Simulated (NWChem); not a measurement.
The numbers come from NWChem runs, not from measurements. System: HO2, charge 0, spin multiplicity 2, at a geometry optimised with UB3LYP/def2-SVP. The structure started from a generated list of species. Its SCF solution wasn't tested for a lower state. Level: UMP2/def2-TZVP, 2 core orbitals frozen.

Output (cleaned and shortened):

```
             Northwest Computational Chemistry Package (NWChem) 7.3.0
             --------------------------------------------------------

                                NWChem Input Module
                                -------------------

 Scaling coordinates for geometry "geometry" by  1.889725989
 (inverse scale =  0.529177249)

 Turning off AUTOSYM since
 SYMMETRY directive was detected!

                             Geometry "geometry" -> ""
                             -------------------------

 Output coordinates in angstroms (scale by  1.889725989 to convert to a.u.)

  No.       Tag          Charge          X              Y              Z
 ---- ---------------- ---------- -------------- -------------- --------------
    1 O                    8.0000     0.50325900    -0.33822800     0.00000000
    2 O                    8.0000    -0.65227900     0.29318900     0.00000000
    3 H                    1.0000     1.19216200     0.36031500     0.00000000

 Effective nuclear repulsion energy (a.u.)      32.3281791277

            Nuclear Dipole moment (a.u.)
            ----------------------------
        X                 Y               Z
 ---------------- ---------------- ----------------
     0.0000037795     0.0000056692     0.0000000000

      Symmetry information
      --------------------

 Group name             Cs
 Group number              2
 Group order               2
 No. of unique centers     3

      Symmetry unique atoms

     1    2    3


 Summary of "ao basis" -> "" (spherical)
 ------------------------------------------------------------------------------
       Tag                 Description            Shells   Functions and Types
 ---------------- ------------------------------  ------  ---------------------
 *                         def2-tzvp                  on all atoms

 Summary of "ao basis" -> "ao basis" (spherical)
 ------------------------------------------------------------------------------
       Tag                 Description            Shells   Functions and Types
 ---------------- ------------------------------  ------  ---------------------
 O                         def2-tzvp                11       31   5s3p2d1f
 H                         def2-tzvp                 4        6   3s1p

                                 NWChem SCF Module
                                 -----------------

  ao basis        = "ao basis"
  functions       =    68
  atoms           =     3
  alpha electrons =     9
  beta  electrons =     8
  charge          =   0.00
  wavefunction    = UHF
  use symmetry    = T
  symmetry adapt  = T

 Summary of "ao basis" -> "ao basis" (spherical)
 ------------------------------------------------------------------------------
       Tag                 Description            Shells   Functions and Types
 ---------------- ------------------------------  ------  ---------------------
 O                         def2-tzvp                11       31   5s3p2d1f
 H                         def2-tzvp                 4        6   3s1p

      Symmetry analysis of basis
      --------------------------

        a'         47
        a"         21

 Forming initial guess at       0.1s

   Symmetry analysis of molecular orbitals - initial alpha
   -------------------------------------------------------

  Numbering of irreducible representations:

     1 a'          2 a"

  Orbital symmetries:

     1 a'          2 a'          3 a'          4 a'          5 a'
     6 a"          7 a'          8 a"          9 a'         10 a'
    11 a'         12 a'         13 a"         14 a'         15 a'
    16 a'         17 a"         18 a'         19 a'

   Symmetry analysis of molecular orbitals - initial beta
   ------------------------------------------------------

  Numbering of irreducible representations:

     1 a'          2 a"

  Orbital symmetries:

     1 a'          2 a'          3 a'          4 a'          5 a'
     6 a'          7 a"          8 a'          9 a"         10 a'
    11 a'         12 a'         13 a'         14 a'         15 a"
    16 a'         17 a'         18 a"         19 a'

 Starting SCF solution at       0.1s

 ----------------------------------------------
[...]
  ----- ------------  ---------------      ----- ------------  ---------------
    36     -1.615765  2 O  s                  5      1.591895  1 O  s
    12     -1.420421  1 O  px                43     -1.287934  2 O  px
    44      0.757973  2 O  py                13      0.680331  1 O  py
    65      0.414845  3 H  s                 35     -0.379872  2 O  s
     6     -0.221100  1 O  px                37     -0.215017  2 O  px

 center of mass
 --------------
 x =  -0.06769544 y =  -0.02045976 z =   0.00000000

 moments of inertia (a.u.)
 ------------------
          11.897652428932          19.145761969339           0.000000000000
          19.145761969339          43.732581270540           0.000000000000
           0.000000000000           0.000000000000          55.630233699472

  Mulliken analysis of the total density
  --------------------------------------

    Atom       Charge   Shell Charges
 -----------   ------   -------------------------------------------------------
    1 O    8     8.28   0.79  1.18  0.58  0.96  0.30  1.80  1.95  0.66  0.00  0.05  0.00
    2 O    8     8.07   0.79  1.18  0.62  0.98  0.36  1.73  1.78  0.59  0.00  0.04  0.00
    3 H    1     0.65   0.24  0.33  0.03  0.04

  Mulliken analysis of the alpha density
  --------------------------------------

    Atom       Charge   Shell Charges
 -----------   ------   -------------------------------------------------------
    1 O    8     4.18   0.40  0.59  0.30  0.48  0.15  0.94  0.99  0.31  0.00  0.02  0.00
    2 O    8     4.50   0.40  0.59  0.32  0.50  0.17  1.09  1.09  0.32  0.00  0.02  0.00
    3 H    1     0.32   0.12  0.16  0.01  0.02

   Mulliken analysis of the beta density
   -------------------------------------

    Atom       Charge   Shell Charges
 -----------   ------   -------------------------------------------------------
    1 O    8     4.10   0.40  0.59  0.29  0.48  0.15  0.86  0.96  0.35  0.00  0.02  0.00
    2 O    8     3.57   0.40  0.59  0.30  0.48  0.19  0.64  0.69  0.26  0.00  0.02  0.00
    3 H    1     0.33   0.12  0.17  0.02  0.02

   Mulliken analysis of the spin density
   -------------------------------------

    Atom       Charge   Shell Charges
 -----------   ------   -------------------------------------------------------
    1 O    8     0.08   0.00 -0.00  0.01  0.00 -0.01  0.08  0.03 -0.04  0.00  0.00 -0.00
    2 O    8     0.93   0.00 -0.00  0.03  0.02 -0.02  0.45  0.40  0.06  0.00 -0.00 -0.00
    3 H    1    -0.01  -0.00 -0.01 -0.00  0.00

       Multipole analysis of the density wrt the origin
       ------------------------------------------------

     L   x y z        total         alpha         beta         nuclear
     -   - - -        -----         -----         ----         -------
     0   0 0 0     -0.000000     -9.000000     -8.000000     17.000000

     1   1 0 0      0.680325      0.836910     -0.156589      0.000004
     1   0 1 0      0.448649      0.017195      0.431448      0.000006
     1   0 0 1     -0.000000     -0.000000     -0.000000      0.000000

     2   2 0 0     -6.747888    -16.460766    -14.753021     24.465899
     2   1 1 0      1.097571      5.333322      4.556583     -8.792334
     2   1 0 1     -0.000000     -0.000000      0.000000      0.000000
     2   0 2 0     -8.525951     -7.602792     -7.110709      6.187550
     2   0 1 1      0.000000      0.000000      0.000000      0.000000
     2   0 0 2     -8.047076     -4.454491     -3.592585      0.000000

                   NWChem MP2 Semi-direct Energy/Gradient Module
                   ---------------------------------------------

  Basis functions       =     68
  Molecular orbitals    =     68
  Frozen core           =      2
  Frozen virtuals       =      0
  Active alpha occupied =      7
  Active beta occupied  =      6
  Active alpha virtual  =     59
  Active beta virtual   =     60
  Use MO symmetry       = T
  Use skeleton AO sym   = T

  AO/Fock/Back tols     =   1.0D-09  1.0D-09  1.0D-09

 GA uses MA = F    GA memory limited = T

 Available:
  local mem=  1.26D+08
 global mem=  1.44D+08
 local disk=  0.00D+00
  mp2_memr nvloc                    59
  nvloc new                    59
   1 passes of   7:        4194304                      30074                   3298024.
   1 passes of   7: M    126153254           G      144169952           F     121958950.

 Semi-direct pass number   1 of   1  for UHF alpha       at        1.5s
  vrange nnbf                  2343
  mp2_eaftype                    12  avail_ma_in_mb                  1099
 EAF : mp2_eaftype filesize          12    1649012.
  mp2_eaf for mointskh                     12
Node 0 wrote      7.7 Mb in      0.0 s     Agg I/O rate:  1972.2 Mb/s
 Done moints_semi at        2.3s
  mp2_eaftype                    12  avail_ma_in_mb                  1087
 EAF : mp2_eaftype filesize          12    1649012.
  mp2_eaf for kh                    12
 Done maket at        2.4s
 Done multipass loop at        2.4s

 GA uses MA = F    GA memory limited = T

 Available:
  local mem=  1.26D+08
 global mem=  1.44D+08
 local disk=  0.00D+00
  mp2_memr nvloc                    60
  nvloc new                    60
   1 passes of   6:        4194304                      27425                   2875815.
   1 passes of   6: M    126153254           G      144169952           F     121958950.

 Semi-direct pass number   1 of   1  for UHF beta        at        2.4s
  vrange nnbf                  2343
  mp2_eaftype                    10  avail_ma_in_mb                  1099
 EAF : mp2_eaftype filesize          10    1437908.
  mp2_eaf for mointskh                     10
Node 0 wrote      6.7 Mb in      0.0 s     Agg I/O rate:  2429.4 Mb/s
 Done moints_semi at        3.0s
  mp2_eaftype                    10  avail_ma_in_mb                  1089
 EAF : mp2_eaftype filesize          10    1437908.
  mp2_eaf for kh                    10
 Done maket at        3.1s
 Done multipass loop at        3.1s

          -------------------------------------------
          SCF energy                -150.243015591574
          Correlation energy          -0.437240200031
          Singlet pairs                0.000000000000
          Triplet pairs                0.000000000000
          Total MP2 energy          -150.680255791605
          -------------------------------------------

          ---------------------------------------------------
                    Spin Component Scaled (SCS) MP2
          Same spin pairs                     -0.111493259907
          Same spin scaling factor             0.333333333333
          Opposite spin pairs                 -0.325746940124
          Opposite spin scaling fact.          1.200000000000
          SCS-MP2 correlation energy          -0.428060748118
          Total SCS-MP2 energy              -150.671076339692
          ---------------------------------------------------

 -----------------------
 Performance information
 -----------------------

 Timer overhead =  1.84D-07 seconds/call

               Nr. of calls         CPU time (s)                 Wall time (s)                GFlops
             ---------------    -------------------     ------------------------------   -------------------
Name         Min   Avg   Max    Min     Avg     Max     Min     Avg     Max   Mx/calls   Min     Max     Sum
mp2: moin     2     2     2    1.4     1.4     1.4      1.4     1.4     1.4    0.70      0.0     0.0     0.0
mp2: make     2     2     2   0.11    0.11    0.11     0.11    0.11    0.11    5.61E-2   0.0     0.0     0.0
mp2: tota     1     1     1    1.6     1.6     1.6      1.6     1.6     1.6     1.6      0.0     0.0     0.0

 The average no. of pstat calls per process was 5.00D+00
 with a timing overhead of 9.20D-07s

 Task  times  cpu:        3.0s     wall:        3.0s

 Total times  cpu:        3.1s     wall:        3.1s
```

Q: Write an NWChem input that would produce this output.

A: One answer among several that fit: 
```
start mol
memory heap 200 mb stack 900 mb global 1100 mb
geometry units angstroms nocenter noautoz
  O      0.503259    -0.338228     0.000000
  O     -0.652279     0.293189     0.000000
  H      1.192162     0.360315     0.000000
  symmetry group Cs
end
basis spherical
  * library def2-tzvp
end
scf
  uhf
  nopen 1
  maxiter 100
  thresh 1e-7
  semidirect memsize 60000000 filesize 0
  # guess.movecs holds the orbitals of an unrestricted PBE0 run
  vectors input guess.movecs output mol.movecs
end
mp2
  freeze core 2
end
task mp2 energy
```
